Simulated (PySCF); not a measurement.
**Atomic charges by several schemes**

Species: C4H10BBr.
Structure used (PBE0-D3(BJ)/def2-SVP), in Å, numbered top down from 1:
```
atom  x, y, z in Å
C1    -0.313    1.857    0.588
C2     0.721    1.237    1.542
C3     1.908    0.702    0.724
C4     0.077    0.090    2.328
B5     1.234    2.346    2.538
Br6    2.087    3.936    1.899
H7    -1.183    2.261    1.130
H8    -0.687    1.087   -0.109
H9     0.123    2.673   -0.007
H10    2.384    1.498    0.132
H11    1.559   -0.080    0.028
H12    2.680    0.251    1.367
H13   -0.780    0.439    2.925
H14    0.794   -0.379    3.020
H15   -0.289   -0.695    1.645
H16    1.130    2.278    3.739
```

Density: PBE0/pcSseg-1 (PySCF); schemes: Mulliken, IAO, Hirshfeld and ESP-fitted. Geometry: PBE0-D3(BJ)/def2-SVP; no solvent, vibrations or thermal averaging. The calculation is non-relativistic, for bromine too.

Problem. Which atoms carry the highest charge in the Mulliken, IAO, Hirshfeld and ESP-fitted schemes?

Solution. The schemes don't all agree: Mulliken B5 (+0.404); IAO H9 and H10 (+0.139); Hirshfeld B5 (+0.157); ESP-fitted C2 (+0.739).

Problem. For which atoms does the sign change between the 4 schemes (beyond +0.03 e in one, beyond −0.03 e in another)?

Solution. C2, B5 and H16. Atomic charges aren't observables, and each scheme defines them in its own way.

Problem. Which atoms carry the lowest charge in the Mulliken, IAO, Hirshfeld and ESP-fitted schemes?

Solution. The schemes don't all agree: Mulliken C2 (-0.674); IAO C1, C3 and C4 (-0.396); Hirshfeld C1 (-0.116); ESP-fitted C4 (-0.618).

Problem. What partial charge does each atom carry?

Solution. In e:

```json
{"atom": "C1", "environment": "methyl carbon", "Mulliken": "-0.197", "IAO": "-0.396", "Hirshfeld": "-0.116", "ESP-fitted": "-0.501"}
{"atom": "C2", "environment": "sp3 carbon bound to boron", "Mulliken": "-0.674", "IAO": "-0.090", "Hirshfeld": "-0.050", "ESP-fitted": "+0.739"}
{"atom": "C3", "environment": "methyl carbon", "Mulliken": "-0.197", "IAO": "-0.396", "Hirshfeld": "-0.115", "ESP-fitted": "-0.495"}
{"atom": "C4", "environment": "methyl carbon", "Mulliken": "-0.177", "IAO": "-0.396", "Hirshfeld": "-0.115", "ESP-fitted": "-0.618"}
{"atom": "B5", "environment": "three-coordinate boron", "Mulliken": "+0.404", "IAO": "+0.070", "Hirshfeld": "+0.157", "ESP-fitted": "-0.043"}
{"atom": "Br6", "environment": "bromine bonded to B", "Mulliken": "-0.244", "IAO": "-0.020", "Hirshfeld": "-0.036", "ESP-fitted": "-0.103"}
{"atom": "H7", "environment": "methyl hydrogen", "Mulliken": "+0.115", "IAO": "+0.132", "Hirshfeld": "+0.038", "ESP-fitted": "+0.124"}
{"atom": "H8", "environment": "methyl hydrogen", "Mulliken": "+0.114", "IAO": "+0.134", "Hirshfeld": "+0.040", "ESP-fitted": "+0.109"}
{"atom": "H9", "environment": "methyl hydrogen", "Mulliken": "+0.123", "IAO": "+0.139", "Hirshfeld": "+0.030", "ESP-fitted": "+0.096"}
{"atom": "H10", "environment": "methyl hydrogen", "Mulliken": "+0.123", "IAO": "+0.139", "Hirshfeld": "+0.030", "ESP-fitted": "+0.093"}
{"atom": "H11", "environment": "methyl hydrogen", "Mulliken": "+0.114", "IAO": "+0.134", "Hirshfeld": "+0.040", "ESP-fitted": "+0.108"}
{"atom": "H12", "environment": "methyl hydrogen", "Mulliken": "+0.115", "IAO": "+0.132", "Hirshfeld": "+0.038", "ESP-fitted": "+0.122"}
{"atom": "H13", "environment": "methyl hydrogen", "Mulliken": "+0.116", "IAO": "+0.133", "Hirshfeld": "+0.038", "ESP-fitted": "+0.134"}
{"atom": "H14", "environment": "methyl hydrogen", "Mulliken": "+0.116", "IAO": "+0.133", "Hirshfeld": "+0.038", "ESP-fitted": "+0.134"}
{"atom": "H15", "environment": "methyl hydrogen", "Mulliken": "+0.109", "IAO": "+0.130", "Hirshfeld": "+0.037", "ESP-fitted": "+0.126"}
{"atom": "H16", "environment": "B–H hydrogen", "Mulliken": "+0.040", "IAO": "+0.021", "Hirshfeld": "-0.054", "ESP-fitted": "-0.025"}
```

Mean size of the charges over all atoms: ESP-fitted 0.223 e, Mulliken 0.186 e, IAO 0.162 e, Hirshfeld 0.061 e. Each set sums to the total charge, 0, to within 0.001 e. The Hirshfeld scheme divides the density at each point in proportion to the densities of the neutral, spherically averaged free atoms. The Mulliken scheme gives each basis function's population to the atom it is centred on and halves the overlap population of two atoms between them.

Problem. Sum the charges by element, for elements with more than one atom.

Solution. 
| element | atoms | Mulliken | IAO | Hirshfeld | ESP-fitted |
| --- | --- | --- | --- | --- | --- |
| C | 4 | -1.244 | -1.278 | -0.396 | -0.875 |
| H | 10 | +1.084 | +1.228 | +0.275 | +1.020 |

Problem. How many electrons does the IAO scheme count on Br6?

Solution. Z − q = 35 − (-0.020) = 35.020.

Problem. How closely do the schemes follow one another over all atoms?

Solution. Correlation coefficient and root-mean-square difference: IAO with Hirshfeld 0.84, 0.145 e; Mulliken with Hirshfeld 0.76, 0.190 e; IAO with ESP-fitted 0.71, 0.222 e; Mulliken with IAO 0.60, 0.199 e; Hirshfeld with ESP-fitted 0.51, 0.282 e; Mulliken with ESP-fitted -0.05, 0.403 e.
